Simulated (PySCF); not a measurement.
Molecule: SMILES ClC[C@@H]1C[C@H]2C[C@@H]1C2, C7H11Cl.

Geometry (Å), atoms numbered from 1 in this order:
```xyz
19

Cl    3.0491    1.0436    0.8950
C     2.0136    0.4376   -0.4281
C     0.8633   -0.3791    0.1321
C    -0.0911   -0.9302   -0.9595
C    -1.4106   -0.3476   -0.4481
C    -1.3034   -0.6022    1.0634
C    -0.1609    0.4205    0.9492
C    -1.0104    1.1010   -0.1356
H     1.6693    1.3123   -0.9781
H     2.6521   -0.1711   -1.0686
H     1.2832   -1.1869    0.7374
H     0.1623   -0.5592   -1.9525
H    -0.1012   -2.0188   -0.9877
H    -2.3080   -0.5894   -1.0114
H    -2.1573   -0.2311    1.6240
H    -1.0487   -1.6091    1.3887
H     0.2167    0.9630    1.8101
H    -1.8242    1.6908    0.2777
H    -0.5037    1.6651   -0.9154
```

Frames of a GFN2-xTB Langevin trajectory at 400 K; GIAO PBE0/pcSseg-1 shieldings in PySCF 2.14.0 with density-fitted response routines, gas phase, non-relativistic; equivalent atoms averaged within each frame.

Chemical shifts δ = σref − σ; HCl for $^{35}$Cl (σref 949.78); $^{13}$C (σref 186.93), $^{1}$H (σref 31.72) vs TMS, all at this level. The references are static minima.

**Question.** How do the shifts (ppm) fluctuate along the trajectory?

**Answer.** 
```
         time (fs)  Cl1    C6    C2    C5    C7    C3    C8    C4   H14    H9
               250   93  51.6  51.2  50.4  46.6  45.6  39.7  36.3  4.36  3.97
               425  115  48.6  55.5  42.2  40.2  49.0  35.4  43.8  3.14  3.73
               625   70  54.4  49.0  40.6  50.0  37.8  38.1  29.6  2.88  2.56
               800  165  42.8  53.9  33.1  45.6  49.0  39.9  37.7  1.74  3.78
              1000  148  43.5  63.3  42.1  44.0  51.8  33.1  35.1  3.15  3.73
    mean of frames  118  48.2  54.6  41.7  45.3  46.7  37.2  36.5  3.05  3.55
standard deviation   39   5.0   5.5   6.1   3.6   5.4   3.0   5.1  0.93  0.57
```

5 frames give an uncertainty of the mean of about the standard deviation over 2.2 at best, since frames this close in time may not be independent; classical motion lacks zero-point vibration, and the reference would need the same averaging.
